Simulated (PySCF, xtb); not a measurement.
hydrogen telluride (H2Te), SMILES [TeH2].

Harmonic wavenumbers (cm⁻¹) from GFN2-xTB (xtb) at its own minimum, in rising order: 915, 1964, 1972.

Task: What does PySCF with PBE-D3(BJ)/def2-TZVPD give at its own minimum? (The exact figures need the calculation; the answer reports its results.)

Result: 852, 2078, 2088. Paired by order, the mean absolute difference is 98 cm⁻¹ and the zero-point energies are 6.9 and 7.2 kcal/mol.
